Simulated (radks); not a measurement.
Task: The arsenic ion As13+ is in [Ar] 3d(3/2: 2, 5/2: 0). Method: Dirac Kohn-Sham, PBE, spin-unpolarised, spherical densities, finite nucleus; Fermi nuclear charge, rms radius of each element as measured or else 0.836 A^(1/3) + 0.57 fm; computed with a radial shooting solver on a logarithmic mesh with Libxc functionals. Sub-shells are occupied by j as written (lower j first in brackets). One electron is removed from 3d3/2, 3s1/2, 3p1/2, 3p3/2 in turn, with full relaxation. Which removal costs least, and what does each cost?

Result: 3d3/2 416.54 eV; 3p3/2 502.60 eV; 3p1/2 509.44 eV; 3s1/2 562.73 eV. The 3d3/2 electron leaves first.
